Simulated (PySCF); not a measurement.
S³⁺ (sulfur, charge +3) across methods

[Ne] 3s2 3p1, 2P determinant. Computed with PySCF 2.14 in dyall-av3z (19s12p3d2f, 84 functions), with no relativity, point nucleus. The B2PLYP total includes its PT2 part (frozen core); its orbital energies are those of the SCF part.

```
   method  E (hartree)  mean ε 3s α (eV)  mean ε 3s β (eV)  mean ε 3p α (eV)  Σ⟨r²⟩ (bohr²)   ⟨S²⟩
      UHF   -395.08278           -59.320           -55.819           -47.039          10.64  0.761
   B2PLYP    -395.4964           -56.264           -53.934           -44.278          10.58  0.756
   r2SCAN    -395.5635           -52.979           -51.356           -41.593          10.56  0.757
     BLYP    -395.6296           -52.422           -51.142           -40.914          10.53  0.753
      LDA    -394.2140           -52.625           -51.342           -40.901          10.53  0.751
BHandHLYP    -395.6264           -56.240           -54.065           -44.231          10.56  0.755
     PBE0    -395.4626           -54.481           -52.659           -42.738          10.53  0.754
      PBE    -395.4318           -52.566           -51.182           -41.071          10.53  0.753
    TPSSh    -395.6160           -53.603           -51.797           -42.051          10.53  0.755
```
